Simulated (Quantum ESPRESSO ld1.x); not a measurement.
Task: These are the eigenvalues of the occupied orbitals of an atom or ion with whole-number occupations (hartree). All-electron calculation, Dirac Kohn-Sham, LDA (Slater exchange, Perdew-Zunger correlation), spin-unpolarised, spherical densities, point nucleus. Program: ld1.x of Quantum ESPRESSO 7.5.

orbital  eigenvalue
1s1/2      -727.362
2s1/2      -102.947
2p1/2      -94.7924
2p3/2      -90.8829
3s1/2      -17.7100
3p1/2      -14.6049
3p3/2      -13.9606
3d3/2      -8.44906
3d5/2      -8.32696
4s1/2      -2.61778
4p1/2      -1.73338
4p3/2      -1.64073
4d3/2      -0.39662
4d5/2      -0.38865

Which element is it, and in what charge state? The configuration may be excited. Open shells, if any, are shared by 2j + 1.

Result: Z = 42, molybdenum, charge +1: Mo+ in [Kr] 4d5. The list shows which subshells hold electrons but not how many an open one holds; the 1s level, -727.36 hartree, gives Z - s = 38.1 by -(Z - s)^2/2, which with screening and relativity narrows Z to a few neighbours, and the depths of the outer levels then fix element, charge and occupations together.
